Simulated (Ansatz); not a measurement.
Cost and result up the ladder for Si16Bi (17 atoms). The state is a doublet with charge 0. Geometry: r2SCAN-D4/def2-SVP.

Cartesian coordinates in Å:
```
Bi 2.390 0.899 2.007
Si -1.430 -1.185 2.054
Si 1.482 -1.631 -1.035
Si 1.030 -1.330 1.241
Si -0.180 1.765 2.012
Si 0.656 2.489 -0.054
Si -0.198 -2.703 -2.297
Si 1.598 0.720 -1.708
Si 0.632 -0.851 -3.527
Si -0.958 1.274 -1.306
Si -0.848 -0.979 -0.554
Si -2.127 1.068 3.052
Si 2.968 2.194 -0.452
Si -3.042 -1.433 0.356
Si -2.319 0.869 0.702
Si 0.205 -2.563 3.037
Si 0.141 1.398 -3.527
```

Ansatz on 2 threads of AMD EPYC 7R13 on a shared host and a share (18 GiB) of an NVIDIA H100 80GB HBM3. Times are rough, and most runs start from the orbitals of an earlier one. PBE0-D4/def2-TZVP serves as the yardstick here, not as an exact answer. Differences are given only for rows in sets of like size (and for xTB, whose basis is part of the method), since another set adds its own error. Binding counts from free atoms at the same level (Bi quartet, Si triplet; other spins of the atoms weren't run), without zero-point energy or a counterpoise term.

In the def2 sets Bi takes a core potential; there is no spin–orbit coupling. Correlated methods freeze 84 core orbitals; core or outer-core shells of Bi are correlated, in sets that lack core-valence functions. The rows differ in basis, and correlated rows in double-zeta sets carry the largest basis error. Single mean-field runs in def2-TZVP are fitted with def2-universal-jkfit. Another isomer (doublet) lies 2.32 eV lower at PBE0-D4/def2-TZVP; other spin states weren't run for this one.

Run but left out: MP2/def2-SVP (⟨S²⟩ 1.77, where a pure state has 0.75).

Correlated methods converge slowly with the basis, most of all in double-zeta sets.

| level | functions | wall time | binding energy per atom (eV) | difference from PBE0-D4/def2-TZVP (eV) |
| --- | --- | --- | --- | --- |
| PBE-D4/def2-SVP | 314 | 4.4 s | 3.72 | – |
| PBE0-D4/def2-SVP | 314 | 6 s | 3.56 | – |
| RPA@PBE/def2-SVP | 314 | 6 s | 2.81 | – |
| LDA (SPW92)/def2-TZVP | 642 | 7 s | 4.22 | 0.61 |
| PBE0-D4/def2-TZVP | 642 | 9 s | 3.62 | 0.00 |
| PBE-D4/def2-TZVP (with forces) | 642 | 11 s | 3.76 | 0.15 |
| r2SCAN-D4/def2-TZVP | 642 | 11 s | 3.59 | -0.03 |
